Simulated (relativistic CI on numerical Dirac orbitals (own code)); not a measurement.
# What each ingredient does to the levels of Tb10+

Base calculation: Dirac-Coulomb-Breit CI, separate exchange-only KLI orbitals for each configuration, a model potential for QED, unscaled Slater integrals.

Configurations in the expansion (outside the closed core [Kr] 4d10): 4f6 5s2 5p, 4f8 5s, 4f6 5s2 6s. The list is cut by size and lacks configurations that can hold low levels.

Variants: (1) P86 correlation estimate. Shifts of the energy above 4f6 5s2 5p 8G°_1/2, in cm⁻¹, for the lowest level and the first level of each name with at least 55 % of one term (blank where a level changes its place among those of its configuration and J or its character, or is not in the variant):

```csv
Level,Base,Δ(1)
4f6 5s2 5p 8G°_1/2,0.0,0.0
4f6 5s2 5p 8G°_3/2,951.3,0.0
4f6 5s2 5p 8G°_5/2,2458.0,0.0
4f6 5s2 5p 8G°_7/2,4455.2,0.0
4f6 5s2 5p 6F°_1/2,28377.2,0.0
4f6 5s2 5p 6F°_3/2,31674.8,0.0
4f6 5s2 5p 6F°_5/2,36060.6,0.0
4f6 5s2 5p 6M°_13/2,38374.0,0.0
4f6 5s2 5p 6H°_5/2,41174.8,0.0
4f6 5s2 5p 6K°_19/2,51421.4,0.0
4f6 5s2 5p 6G°_5/2,51959.6,0.0
4f6 5s2 5p 6G°_3/2,52105.2,0.0
4f6 5s2 5p 8D°_3/2,54579.1,0.0
```

At this charge energies of transitions that change n are usually good to better than 1 %, and those within a shell (Δn = 0) to a few per cent. Terms inside the open d or f shell come out 10 to 20 % too wide with unscaled integrals. Levels and lines within the n = 5 or 6 shells can be off by up to 10 % or somewhat more, and those that change n by about 2 %, since core polarisation is missing.

LS names give the leading component of a level, which can be under half, so a name can repeat, a term be missing and a line seem to break the LS rules.
